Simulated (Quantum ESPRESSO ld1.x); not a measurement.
The numbers below are computed, except where a source is named.
All-electron atom: F3+ in [He] 2s2 2p2 (the NIST ground configuration). Code: ld1.x of Quantum ESPRESSO 7.5. Model: scalar-relativistic Kohn-Sham, LDA (Slater exchange, VWN5 correlation), spin-polarised, spherical densities, point nucleus; open shells are filled with parallel spins first.

Unscreened Slater integrals over Kohn-Sham orbitals (eV). They are taken over the spin-up orbitals. Empty in this configuration: 3s.

integral     value
F0(2p,2p)   30.448
F2(2p,2p)   14.193
F0(2p,2s)   29.091
G1(2p,2s)   17.463
F0(2p,1s)   42.408
G1(2p,1s)   5.7722
F0(2p,3s)   13.057
G1(2p,3s)   1.2389
F0(2s,2s)   28.198
F0(2s,1s)   39.714
G0(2s,1s)   3.3199
F0(2s,3s)   12.930
G0(2s,3s)  0.97511
F0(1s,1s)   144.69
F0(1s,3s)   14.705
G0(1s,3s)  0.54951
F0(3s,3s)   9.9391

Derived for the open shells (J is the average intra-shell exchange parameter used in DFT+U). 2p: J = F2/5 = 2.839 eV; in LS coupling 1D lies 6 F2/25 = 3.406 eV above 3P.
